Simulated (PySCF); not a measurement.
PySCF input (HF/def2-TZVPD):

```python
from pyscf import gto, scf, dft

mol = gto.M(
    atom='''
    Te    0.00213962   -0.29871663    0.24641400
    Cl   -2.40903513   -0.51573162   -0.18505640
    Cl    0.00038125    1.95521778   -0.32968611
    Cl    2.40210915   -0.52576471   -0.23899445
    ''',
    basis='def2-tzvpd',
    ecp='def2-tzvp',
    charge=0,
    spin=1,
    verbose=4,
)

mf = scf.UHF(mol).density_fit(auxbasis='def2-universal-jkfit')
mf.conv_tol = 1e-9
mf.max_cycle = 100
mf.max_memory = 1500
mf.kernel()
if not mf.converged:
    mf = mf.newton()
    mf.kernel(mf.make_rdm1())
for _ in range(2):
    mo, _, stable, _ = mf.stability(return_status=True)
    if stable:
        break
    mf.kernel(mf.make_rdm1(mo, mf.mo_occ))
mf.analyze()
```

End of the output:

```
Extra cycle  E= -1645.55461670611  delta_E= -1.56e-10  |g|= 6.39e-06  |ddm|= 1.71e-05
converged SCF energy = -1645.55461670611  <S^2> = 0.77071918  2S+1 = 2.020613
uhf_internal: lowest eigs of H = [0.12875798 0.17706989 0.18172395]
<class 'pyscf.df.df_jk.DFUHF'> wavefunction is stable in the internal stability analysis
**** SCF Summaries ****
Total Energy =                       -1645.554616706111119
Nuclear Repulsion Energy =             388.737161840354133
One-electron Energy =                -3146.840158951018566
Two-electron Energy =                 1112.548380404553427
Two-electron Coulomb Energy =         1215.023935910327964
DFT Exchange-Correlation Energy =     -102.475555505774537
HOMO-LUMO gap [eV] =                     8.964897762300703
**** MO energy ****
                             alpha | beta                alpha | beta
MO #1   energy= -104.884205612708  | -104.883830347395  occ= 1 | 1
MO #2   energy= -104.83041063901   | -104.828183055599  occ= 1 | 1
MO #3   energy= -104.830410238206  | -104.828182687273  occ= 1 | 1
MO #4   energy= -10.6113901362287  | -10.6110143238335  occ= 1 | 1
MO #5   energy= -10.558228514967   | -10.5561252977718  occ= 1 | 1
MO #6   energy= -10.5582261508615  | -10.5561243917503  occ= 1 | 1
MO #7   energy= -8.07743309250996  | -8.07815988401969  occ= 1 | 1
MO #8   energy= -8.07725216006357  | -8.076105581362    occ= 1 | 1
MO #9   energy= -8.07623053949932  | -8.07490308998277  occ= 1 | 1
MO #10  energy= -8.02776639318372  | -8.0226012202103   occ= 1 | 1
MO #11  energy= -8.02776579702832  | -8.02260050699466  occ= 1 | 1
MO #12  energy= -8.02324689095774  | -8.02190339390096  occ= 1 | 1
MO #13  energy= -8.023246494419    | -8.02190290368189  occ= 1 | 1
MO #14  energy= -8.02305484228097  | -8.01856538927258  occ= 1 | 1
MO #15  energy= -8.02305462485554  | -8.01856516140907  occ= 1 | 1
MO #16  energy= -7.27128547758979  | -7.26493971747037  occ= 1 | 1
MO #17  energy= -5.23880721405626  | -5.23615659202726  occ= 1 | 1
MO #18  energy= -5.2364176408194   | -5.23423562158691  occ= 1 | 1
MO #19  energy= -5.23387167644156  | -5.22126311784584  occ= 1 | 1
MO #20  energy= -2.09795381992294  | -2.09674193176388  occ= 1 | 1
MO #21  energy= -2.0945548623872   | -2.09343987184442  occ= 1 | 1
MO #22  energy= -2.09046360740029  | -2.08435383143205  occ= 1 | 1
MO #23  energy= -2.09011019661776  | -2.08208558245226  occ= 1 | 1
MO #24  energy= -2.0887935554779   | -2.08007283520093  occ= 1 | 1
MO #25  energy= -1.15151193538683  | -1.14339415372133  occ= 1 | 1
MO #26  energy= -1.08720181501711  | -1.07162063236061  occ= 1 | 1
MO #27  energy= -1.08474009514639  | -1.06836313650781  occ= 1 | 1
MO #28  energy= -0.867986381364076 | -0.813791092756773 occ= 1 | 1
MO #29  energy= -0.586772858016171 | -0.572244789203045 occ= 1 | 1
MO #30  energy= -0.576220125657872 | -0.566523583286231 occ= 1 | 1
MO #31  energy= -0.557128250136191 | -0.523101723179669 occ= 1 | 1
MO #32  energy= -0.51350685012563  | -0.508497814916753 occ= 1 | 1
MO #33  energy= -0.493290721057447 | -0.465402044985236 occ= 1 | 1
MO #34  energy= -0.477506650657603 | -0.460007372100196 occ= 1 | 1
MO #35  energy= -0.463809620553831 | -0.456237019766841 occ= 1 | 1
MO #36  energy= -0.458924989618009 | -0.452640208308065 occ= 1 | 1
MO #37  energy= -0.424031930292583 | -0.401346697365576 occ= 1 | 1
MO #38  energy= -0.391384701972888 | -0.0619307830982077 occ= 1 | 0
MO #39  energy= -0.0172090904430836 | -0.0040805435608484 occ= 0 | 0
MO #40  energy= 0.0309222921250223 | 0.0391738300322431 occ= 0 | 0
MO #41  energy= 0.0414978872141554 | 0.0433385078145549 occ= 0 | 0
MO #42  energy= 0.0481607101855874 | 0.0500503740857661 occ= 0 | 0
MO #43  energy= 0.0548351703479567 | 0.055855932424483  occ= 0 | 0
MO #44  energy= 0.0671990385290591 | 0.0752056455323754 occ= 0 | 0
MO #45  energy= 0.0822764386137627 | 0.0826224387636235 occ= 0 | 0
MO #46  energy= 0.0965174904628247 | 0.0969814296403652 occ= 0 | 0
MO #47  energy= 0.0967635538593807 | 0.10314471522683   occ= 0 | 0
MO #48  energy= 0.102891559876238  | 0.103259669285982  occ= 0 | 0
MO #49  energy= 0.108459317844519  | 0.109487953755749  occ= 0 | 0
MO #50  energy= 0.11944441211523   | 0.120115500183209  occ= 0 | 0
MO #51  energy= 0.132507137144811  | 0.133610146308393  occ= 0 | 0
MO #52  energy= 0.141014079227578  | 0.141281755513411  occ= 0 | 0
MO #53  energy= 0.142781656920099  | 0.142781625226269  occ= 0 | 0
MO #54  energy= 0.156242141613445  | 0.166566118759185  occ= 0 | 0
MO #55  energy= 0.190104214659889  | 0.194129976348461  occ= 0 | 0
MO #56  energy= 0.198673574464118  | 0.207116354090015  occ= 0 | 0
MO #57  energy= 0.218620353657812  | 0.223871162170022  occ= 0 | 0
MO #58  energy= 0.234282342345301  | 0.234844053426557  occ= 0 | 0
MO #59  energy= 0.250716626817834  | 0.251002064921298  occ= 0 | 0
MO #60  energy= 0.25347885889027   | 0.256128914169993  occ= 0 | 0
MO #61  energy= 0.262364047183781  | 0.264616958052616  occ= 0 | 0
MO #62  energy= 0.264933859087586  | 0.274443730233514  occ= 0 | 0
MO #63  energy= 0.272763273100516  | 0.278998048262193  occ= 0 | 0
MO #64  energy= 0.288625408596745  | 0.291245425688971  occ= 0 | 0
MO #65  energy= 0.290846740376751  | 0.293760762324659  occ= 0 | 0
MO #66  energy= 0.307961008872045  | 0.310530366177838  occ= 0 | 0
MO #67  energy= 0.313117127859232  | 0.320793309529079  occ= 0 | 0
MO #68  energy= 0.317717206793508  | 0.320835918612671  occ= 0 | 0
MO #69  energy= 0.324609309618819  | 0.326832045439992  occ= 0 | 0
MO #70  energy= 0.336901861579092  | 0.340109710963166  occ= 0 | 0
MO #71  energy= 0.341115846760498  | 0.346135754489108  occ= 0 | 0
MO #72  energy= 0.360547915837996  | 0.361782175657941  occ= 0 | 0
MO #73  energy= 0.365138271847128  | 0.370972882968312  occ= 0 | 0
MO #74  energy= 0.373650301155282  | 0.38099115369876   occ= 0 | 0
MO #75  energy= 0.403499600282159  | 0.404515888913518  occ= 0 | 0
MO #76  energy= 0.404459442372448  | 0.423237153048743  occ= 0 | 0
MO #77  energy= 0.420331127429934  | 0.425523932551557  occ= 0 | 0
MO #78  energy= 0.44119691613009   | 0.446645707723901  occ= 0 | 0
MO #79  energy= 0.455270476692966  | 0.475935771468001  occ= 0 | 0
MO #80  energy= 0.464703131656478  | 0.47997532206611   occ= 0 | 0
MO #81  energy= 0.480117117844072  | 0.481909705293478  occ= 0 | 0
MO #82  energy= 0.505028949102774  | 0.52482189479649   occ= 0 | 0
MO #83  energy= 0.52887019953386   | 0.529731129132501  occ= 0 | 0
MO #84  energy= 0.563454850068606  | 0.567885650167062  occ= 0 | 0
MO #85  energy= 0.631161040137739  | 0.635714949032295  occ= 0 | 0
MO #86  energy= 0.648089375238244  | 0.653614000876422  occ= 0 | 0
MO #87  energy= 0.683741605718178  | 0.689820573762171  occ= 0 | 0
MO #88  energy= 0.686452239582439  | 0.695344044322631  occ= 0 | 0
MO #89  energy= 0.709093719099754  | 0.717743422694374  occ= 0 | 0
MO #90  energy= 0.726477999630476  | 0.728276088544211  occ= 0 | 0
MO #91  energy= 0.749622004572656  | 0.753214822152474  occ= 0 | 0
MO #92  energy= 0.754131663402954  | 0.76326087282555   occ= 0 | 0
MO #93  energy= 0.767938656176308  | 0.773835210629163  occ= 0 | 0
MO #94  energy= 0.770527725602246  | 0.777753997017877  occ= 0 | 0
MO #95  energy= 0.779209177283427  | 0.783784119493179  occ= 0 | 0
MO #96  energy= 0.794882680139927  | 0.80232389144048   occ= 0 | 0
MO #97  energy= 0.804517455722288  | 0.806914953162503  occ= 0 | 0
MO #98  energy= 0.811805053836324  | 0.816873422629809  occ= 0 | 0
MO #99  energy= 0.817527210507772  | 0.823142950705666  occ= 0 | 0
MO #100 energy= 0.818288982366704  | 0.823196925735138  occ= 0 | 0
MO #101 energy= 0.829095125958357  | 0.837146675138503  occ= 0 | 0
MO #102 energy= 0.84133678864393   | 0.843712586955027  occ= 0 | 0
MO #103 energy= 0.842693126007604  | 0.853616532657025  occ= 0 | 0
MO #104 energy= 0.855219410615746  | 0.864084159396875  occ= 0 | 0
[...]
```

It need not be the lowest isomer of its formula.
